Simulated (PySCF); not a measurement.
C₃H₈GeSi, SMILES [SiH2]1[GeH2][CH]=C1C.

Geometry: PBE-D3(BJ)/def2-SVP. This is a generated structure with no PubChem entry under its InChIKey; it may be hypothetical.

The numbers are results of PBE-D3(BJ)/def2-SVP in PySCF, not measurements.

Frequencies are harmonic and unscaled.

```tsv
mode	ν (cm⁻¹)	IR (km/mol)	moving atoms (share of kinetic energy)
1	116	0.5	H 49 %, C 42 %
2	168	0.2	H 85 %, C 15 %
3	261	0.3	C 39 %, H 29 %, Si 25 %
4	281	0.5	H 60 %, C 39 %
5	325	4.2	Ge 42 %, C 37 %, Si 14 %
6	357	1.0	Si 50 %, C 22 %, H 15 %, Ge 13 %
7	381	16.2	H 91 %
8	506	0.1	H 74 %, C 11 %, Si 10 %
9	565	6.1	H 37 %, C 37 %, Si 23 %
10	571	9.8	H 92 %
11	589	62.1	H 70 %, C 19 %, Si 9 %
12	637	10.4	H 80 %, C 17 %
13	679	12.6	C 61 %, H 32 %
14	717	85.5	H 79 %, Si 12 %
15	828	43.6	H 79 %, C 20 %
16	845	103.3	H 98 %
17	909	96.1	H 95 %
18	954	14.8	H 64 %, C 35 %
19	997	0.9	H 62 %, C 38 %
20	1072	3.9	H 53 %, C 47 %
21	1188	6.4	C 57 %, H 42 %
22	1329	1.3	H 76 %, C 24 %
23	1393	10.5	H 96 %
24	1395	12.2	H 94 %
25	1560	6.5	C 95 %
26	2053	151.8	H 99 %
27	2062	107.7	H 98 %
28	2131	117.7	H 98 %
29	2141	111.2	H 96 %
30	2952	22.1	H 97 %
31	3030	6.5	H 91 %, C 9 %
32	3045	25.3	H 92 %, C 8 %
33	3051	10.1	H 90 %, C 10 %
```
